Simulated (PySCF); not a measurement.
Si(H)2(Me)(PH2) (CH7PSi), SMILES [SiH2](C)P.

The structure is a stationary point at PBE-D3(BJ)/def2-SVP. The values are those of a single conformer.

Method: TDA-PBE0/def2-SVPD (PySCF).

Vertical excitations. Isolated molecule, no solvent. State labels are in the subgroup Cs.

Give excitation energies, oscillator strengths and character. (Estimate from the structure and the level; the computed values follow.)


| state | symmetry | energy (eV) | λ (nm) | f | main pairs |
|---|---|---|---|---|---|
| S1 | A" | 6.59 | 188 | 0.012 | HOMO→LUMO+1 96 % |
| S2 | A' | 6.60 | 188 | 0.048 | HOMO→LUMO 87 % |
| S3 | A' | 6.94 | 179 | 0.071 | HOMO→LUMO+3 66 %, HOMO→LUMO+2 21 % |
| S4 | A' | 7.25 | 171 | 0.187 | HOMO→LUMO+2 59 %, HOMO→LUMO+3 24 % |
| S5 | A" | 7.71 | 161 | 0.007 | HOMO→LUMO+5 83 %, HOMO−1→LUMO+1 15 % |
| S6 | A' | 7.86 | 158 | 0.026 | HOMO→LUMO+4 91 % |
| S7 | A' | 8.00 | 155 | 0.021 | HOMO−1→LUMO 82 % |
| S8 | A' | 8.17 | 152 | 0.042 | HOMO→LUMO+6 46 %, HOMO−1→LUMO+2 45 % |
| S9 | A' | 8.29 | 149 | 0.018 | HOMO−1→LUMO+3 70 % |
| S10 | A" | 8.31 | 149 | 0.070 | HOMO−1→LUMO+1 57 %, HOMO−2→LUMO+2 17 % |
| T1 | A' | 5.63 | 220 | 0 | HOMO→LUMO+2 46 %, HOMO→LUMO 38 % |
| T2 | A" | 5.64 | 220 | 0 | HOMO→LUMO+1 90 % |
| T3 | A' | 6.32 | 196 | 0 | HOMO→LUMO+2 46 %, HOMO→LUMO 36 %, HOMO→LUMO+3 13 % |
| T4 | A' | 6.66 | 186 | 0 | HOMO→LUMO+3 71 %, HOMO→LUMO 19 % |
Triplets are in the Tamm–Dancoff approximation.
